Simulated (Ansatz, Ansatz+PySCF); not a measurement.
```xyz
11

C     1.3900    0.0000    0.0000
C     0.6950    1.2038    0.0000
C    -0.6950    1.2038    0.0000
C    -1.3900    0.0000    0.0000
C    -0.6950   -1.2038    0.0000
C     0.6950   -1.2038    0.0000
H     1.2400    2.1477    0.0000
H    -1.2400    2.1477    0.0000
H    -2.4800    0.0000    0.0000
H    -1.2400   -2.1477    0.0000
H     1.2400   -2.1477    0.0000
```

Basis set: def2-SVP (spherical functions). Correlated methods keep 6 orbitals frozen. Charge 0, multiplicity 2.

Computed with Ansatz (development build ahead of 0.2.0); each method stands on the lowest determinant of its kind that the runs found.

Q: Give the atomization energy at this shape (free ground-state atoms in the same class of orbitals less the molecule, no zero-point energy) of doublet C6H5 by UHF-MP2, UHF.

A:

| method | atomization energy |
| --- | --- |
| UHF-MP2 | 52.41 eV |
| UHF | 41.51 eV |

Caution: the unrestricted determinant is spin contaminated.
